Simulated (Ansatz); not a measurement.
Cartesian coordinates in Å:
```
O -1.199 -2.132 0.314
Si -0.328 -0.925 1.002
N 0.730 -0.108 -0.094
Si 0.510 1.432 -0.770
F -0.807 1.488 -1.659
F 1.739 1.713 -1.733
H -1.791 -1.904 -0.405
H 0.446 -1.601 2.064
H -1.203 0.153 1.532
H 1.511 -0.635 -0.462
H 0.391 2.518 0.212
```

The species carries charge 0 and has multiplicity 1.

List the PBE0/def2-TZVPP orbital energies in eV (the Gaussian-basis code of Ansatz). (An estimate is asked.)

The calculation gave: Occupied: -1804.53, -1803.44, -674.13, -674.04, -522.92, -391.40, -146.62, -145.64, -101.35, -101.30, -101.24, -100.32, -100.31, -100.29, -33.78, -33.28, -28.40, -24.29, -16.43, -16.03, -14.64, -14.02, -13.73, -13.46, -12.59, -12.47, -12.12, -11.51, -11.23, -10.55, -9.86, -9.30, -8.57. Lowest empty: 0.29, 0.60, 1.05, 1.57, 1.99, 2.26, 2.62, 2.74.
